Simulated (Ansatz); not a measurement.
Reactions of H$_{4}$O$_{2}$SiSn, SMILES `[OH][Sn][O][SiH3]`.

Program: Ansatz. Geometries: PBE0-D4/def2-TZVP. ΔE: electronic, gas phase. CBS: MP2 limit from def2 TZ/QZ plus the TZ coupled-cluster correction, frozen cores. This one scheme is used for every species. Functionals use def2-TZVPP. Elements past krypton have def2 core potentials. For As, Br, Ga, Mg, Sn, Zn outer-core shells are correlated without core-valence functions, which leaves a few kJ/mol of doubt a bond. Scalar relativity is left out up to krypton. One conformer a species, not always the lowest.

```csv
reaction,B2PLYP (kcal/mol),ωB97X-V (kcal/mol),PBE0-D4 (kcal/mol),HF/CBS(def2) (kcal/mol)
`[OH][Sn][O][SiH3]` + `NC(O)(F)F` → `[OH][Sn][OH]` + `NC(F)(F)O[SiH3]`,5.1,4.8,5.5,6.5
`[OH][Sn][O][SiH3]` + `O[SiH3]` → `[SiH3][O][Sn][O][SiH3]` + H₂O,-3.5,-4.2,-4.6,-5.1
`[OH][Sn][O][SiH3]` + `CB(N)O` → `CB(N)O[SiH3]` + `[OH][Sn][OH]`,3.9,3.8,3.9,4.4
`[OH][Sn][O][SiH3]` + `[MgH][O][SiH3]` → `[SiH3][O][Sn][O][SiH3]` + `[OH][MgH]`,5.0,4.1,4.3,4.5
`[OH][Sn][O][SiH3]` → `[OH][Sn][OH]` + `[SiH2]`,81.1,83.8,82.5,82.1
`[OH][Sn][O][SiH3]` + HBr → `[OH][Sn][Br]` + `O[SiH3]`,-12.4,-11.6,-14.0,-14.6
`[OH][Sn][O][SiH3]` + `Cl[CH2][ZnH]` → `[SiH3][O][Sn][Cl]` + `O[CH2][ZnH]`,-2.8,-3.1,-4.5,-5.4
`[OH][Sn][O][SiH3]` + `C[S][Ga]([F])[F]` → `C[S][Sn][O][SiH3]` + `[OH][Ga]([F])[F]`,3.1,4.7,3.0,3.1
`[OH][Sn][O][SiH3]` + HCl → `[OH][Sn][Cl]` + `O[SiH3]`,-9.4,-9.0,-10.6,-11.5
`[OH][Sn][O][SiH3]` + `C[SiH2][AsH2]` → `C[SiH]([SiH3])[AsH2]` + `[OH][Sn][OH]`,25.2,23.5,19.6,31.7
```

(1) Give the CCSD(T)/CBS values in the same order. (An estimate is asked.)

Largest T1 diagnostic: 0.018, for `[OH][Sn][OH]`.

Answers

(1) Computed: 5.2, -5.6, 3.8, 4.1, 81.7, -11.9, -1.8, 3.7, -8.6, 23.8 kcal/mol.
